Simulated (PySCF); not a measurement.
## Basis and Hamiltonian dependence of the excitation energy of Pb²⁺

Pb²⁺ [Xe] 4f14 5d10 6s2 (1S) → Pb²⁺ [Xe] 4f14 5d10 6s1 6d1 (3D). All values are computed (PySCF 2.14, energy differences of UHF-based or UKS calculations, no spin-orbit coupling). Values in eV.

| basis | Hamiltonian | functions | UHF | LDA | PBE0 | MP2 (valence) | CCSD(T) (valence) |
| --- | --- | --- | --- | --- | --- | --- | --- |
| aug-cc-pwCVDZ-PP with ECP60MDF | ECP | 48 | 17.979 | 19.706 | 19.066 | 18.478 | 18.651 |
| aug-cc-pVTZ-PP with ECP60MDF | ECP | 55 | 17.967 | 19.685 | 19.028 | 18.404 | 18.516 |
| aug-cc-pVTZ-DK3 | spin-free X2C | 84 | 17.989 | 19.662 | 19.029 | 18.428 | 18.544 |
| def2-QZVPPD with the def2 core potential (60 electrons) | ECP | 88 | 17.953 | 19.674 | 19.021 | 18.428 | 18.536 |

Question: Estimate the row for aug-cc-pwCVTZ-PP with ECP60MDF (ECP, 96 functions).

Answer: From the rows with the same Hamiltonian and similar size; the calculation gives UHF 17.96; LDA 19.67; PBE0 19.02; MP2 (valence) 18.43; CCSD(T) (valence) 18.53 (eV).

Frozen in the all-electron rows: valence: [Xe] 4f14 5d10; with a core potential, the same shells as far as they lie outside it.
